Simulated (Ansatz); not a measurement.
Species: TiO, net charge 0, triplet state. The spin state was set by rule; other spins were not relaxed. 
Coordinates optimised at B3LYP-D3(BJ)/def2-TZVP (Ansatz, an electronic-structure program):
```
Ti
O 1 1.6124
```
Charge 0, spin multiplicity 3.

Basis-set convergence of Hartree-Fock and CCSD(T) correlation energies (hartree) with Ansatz. Valence correlation only, unless marked. Open shells are spin-unrestricted. Spin-orbit coupling is left out. Frozen are the shells of the preceding noble gas and the d and f shells that filled before the atom's block. No relativistic terms.

The T1 diagnostic of CCSD in the largest basis is 0.046, which is high, so the coupled-cluster rows are less sure than usual.

```
basis        functions       E(HF)  E(corr, CCSD(T))
-----------  ---------  ----------  ----------------
def2-SVPD           57  -923.10774          -0.30254
def2-TZVPPD        107  -923.30750          -0.35878
def2-QZVPPD        159  -923.32608          -0.37765
```

Extrapolating the two largest sets (X = 3 and 4) as X^-3: E(corr) = (64·(-0.37765) - 27·(-0.35878))/37 = -0.3914 Eh, an estimate of the basis-set limit. The largest set recovers 96.5 % of it, the smallest 77.3 %.
